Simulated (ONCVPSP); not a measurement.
**aluminium: one change to an ONCV potential, before and after**

- Element: aluminium
- Generator: ONCVPSP 4.0.1
- Type: optimised norm-conserving Vanderbilt (ONCV)
- Functional: PBE
- Relativity: scalar-relativistic
- Frozen core: [Ne]
- Valence charge: 3
- Reference configuration: 3s2 3p0.5 (charge +0.5)
- Partial waves: 3s: rc 2.20 bohr, ncon 4, nbas 7, qcut 3.3 1/bohr, 2 projectors, debl 0.3 Ha; 3p: rc 2.20 bohr, ncon 3, nbas 6, qcut 4.1 1/bohr, local
- Local potential: the p channel
- Core correction: Teter function fitted to the true core (icmod 2), fcfact 0.55

In the s channel the program set the typed energies aside and used -0.408, 0.250 Ha.

Change: all radii but the core radius scaled by about 0.89 (s 1.96, p 1.96 bohr).

Cutoffs: the cutoffs (Ha) at which the residual kinetic energy of the hardest occupied pseudo-wave falls to 1 and 0.1 mHa per electron; they do not see the model core or the augmentation charge, which bear on the density cutoff. Errors are all-electron minus pseudo energies relative to the spin-unpolarised reference configuration.

Task: Predict the effect on cutoff, ghosts and configuration errors.

Result: The potential gets harder (5.2 Ha and 18 Ha → 5.6 Ha and 22 Ha); a bound ghost appears in s, which as a rule spoils a file; of the 4 tests that both files solve, the error grows in 0 and shrinks in 1 by more than 15 % and 0.3 meV (median size 4.6 → 1.8 meV). A smaller radius makes the pseudo-wave follow the all-electron one further in, where it bends more sharply, so more plane waves are needed.

```csv
quantity,base,changed
"cutoff, loose",5.2 Ha,5.6 Ha
"cutoff, tight",18 Ha,22 Ha
loose cutoff by channel,"s 5.2 Ha, p 2.2 Ha","s 5.6 Ha, p 2.2 Ha"
bound ghosts,none,s
GHOST(+) flags under 300 eV,none,none
"error for 3s2 3p1, meV [ΔE -2.09 eV]",+0.2,+0.2
"error for 3s2 3p0, meV [ΔE 3.68 eV]",+0.4,+0.3
"error for 3s1 3p0, meV [ΔE 22.90 eV]",+26,+29
"error for 3s0 3p3, meV [ΔE 8.37 eV]",-8.8,+3.3
"rms error of d²Exc/dni dnj with the model core, mHa",1.37,1.54
```

 A true bound ghost makes a file unfit for plane-wave use even where its test errors are small: the radial tests pick states by their node count and pass the ghost by.
